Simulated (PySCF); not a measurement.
Computed shifts of a molecule C₄H₅F₃, B3LYP/pcSseg-1 (PySCF), GIAO, gas phase, equivalent atoms averaged, in ppm (number of nuclei): ¹³C: 148.2 (1), 132.7 (1), 126.3 (1), 21.0 (1). ¹⁹F: -98.9 (3). ¹H: 6.08 (1), 5.70 (1), 2.28 (3). References: ¹³C against TMS (σ = 181.3 ppm); ¹⁹F against CFCl3 (σ = 161.7 ppm); ¹H against TMS (σ = 31.68 ppm), references at their B3LYP-D3(BJ)/def2-TZVP geometries, non-relativistic. Coordinates come from a PBE0-D3(BJ)/def2-SVP optimisation. One conformer was computed; it need not be the lowest.

### Question
Which molecule gave these data?
(A) C[C@@H](F)/C(F)=C\F
(B) C=C(C)C(F)(F)F
(C) F[C@H]1[C@H](F)C[C@@H]1F
(D) C/C=C/C(F)(F)F

### Answer
B, C=C(C)C(F)(F)F
